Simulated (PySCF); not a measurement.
F2H4Si2, SMILES F[SiH](F)[SiH3].

The structure is a stationary point at TPSSh-D3(BJ)/def2-SVP.

Calculation: M06-2X/def2-TZVP (PySCF).

Gas-phase values at a fixed geometry.

The total energy is -781.19159 hartree. The point group comes out as Cs. The highest occupied level comes out as -9.80 eV and the lowest empty level is 0.35 eV. The orbital gap comes out as 10.15 eV and the dipole moment is 2.01 D. The quadrupole, principal values (traceless, Buckingham form, about the centre of nuclear charge) is -2.82, -1.09, 3.92 D·Å. The mean static polarisability comes out as 51.7 bohr³ (7.67 Å³) and the polarisability, principal values comes out as 47.0, 47.8, 60.4 bohr³.
